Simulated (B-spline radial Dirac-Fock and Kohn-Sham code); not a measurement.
Level of theory: Dirac-Fock energy differences between relaxed states, corrected for Breit and QED terms; a B-spline atomic structure program. K edges are those of the screened (neutral excited atom) model, which lie within a few eV to tens of eV of tabulated edges.

An X-ray tube with a samarium target emits Kα1 at 40116.3 eV and Kβ1 at 45410.8 eV. K edges of lighter neighbours: La 38929.4 eV, Ce 40443.8 eV, Pr 41985.3 eV, Nd 43566.5 eV, Pm 45181.6 eV.

Task: Which of these can serve as a Kβ filter, and which fluoresce under Kα1?

Result: A Kβ filter needs its edge between the two lines: Ce, Pr, Nd, Pm. Kα1 lies above the K edges of La, which therefore fluoresce.

Values without a named source are computed, but for edge energies of neutral atoms, which are taken from tables.
